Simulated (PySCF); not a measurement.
In(OH)(SMe)2, SMILES C[S][In]([OH])[S]C (CAM-B3LYP/def2-SVP optimised geometry):

```
13

In    -0.060    -0.277     0.000
O     -1.013    -2.023    -0.001
H     -1.974    -1.935    -0.003
S     -1.386     1.724     0.000
C     -3.080     1.029    -0.011
H     -3.275     0.429    -0.909
H     -3.769     1.884    -0.016
H     -3.286     0.430     0.886
S      2.321    -0.277     0.000
C      2.675     1.520     0.012
H      2.285     2.023    -0.882
H      3.769     1.617     0.014
H      2.282     2.012     0.911
```

Computed with CAM-B3LYP/def2-TZVP, def2 effective core potentials past Kr (PySCF).

Q: What are the frontier orbital energies and the dipole moment?

A: HOMO-2 -8.96 eV, HOMO-1 -8.58 eV, HOMO -8.25 eV, LUMO -0.67 eV, LUMO+1 -0.03 eV; dipole moment 2.45 D.
